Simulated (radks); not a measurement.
Values are calculated unless marked as measured or tabulated.
These are the eigenvalues of the occupied orbitals of an atom or ion with whole-number occupations (eV). Level of theory: non-relativistic Kohn-Sham, LDA (Slater exchange, Perdew-Wang correlation), spin-unpolarised, spherical densities, point nucleus (a radial shooting solver on a logarithmic mesh with Libxc functionals).

orbital  eigenvalue
1s        -82226.18
2s        -17992.39
2p        -17572.47
3s        -7380.472
3p        -7219.014

Which element is it, and in what charge state? The configuration may be excited.

Answer. Z = 81, thallium, charge +65: Tl65+ in [Ne] 3s2 3p4. The list shows which subshells hold electrons but not how many an open one holds; the 1s level, -3021.8 hartree, gives Z - s = 77.7 by -(Z - s)^2/2, which with screening narrows Z to a few neighbours, and the depths of the outer levels then fix element, charge and occupations together.
